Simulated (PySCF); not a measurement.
CHF₂, SMILES F[CH]F, multiplicity 2. The structure is a stationary point at PBE-D3(BJ)/def2-TZVP. The isomer is the one that the SMILES or the coordinates give; other isomers of the formula were not compared.

### Question
Give the equilibrium geometry at PBE-D3(BJ)/def2-TZVP (PySCF confirms it by a frequency run) as Cartesian coordinates in Å, and its point group. (Estimate from the structure and the level; the computed values follow.)

### Answer
point group Cs.
```xyz
4

F      0.0288     0.2432    -1.1052
C     -0.1531    -0.4897     0.0000
F      0.0288     0.2432     1.1052
H      0.4000    -1.4398     0.0000
```
Charge 0, spin multiplicity 2.
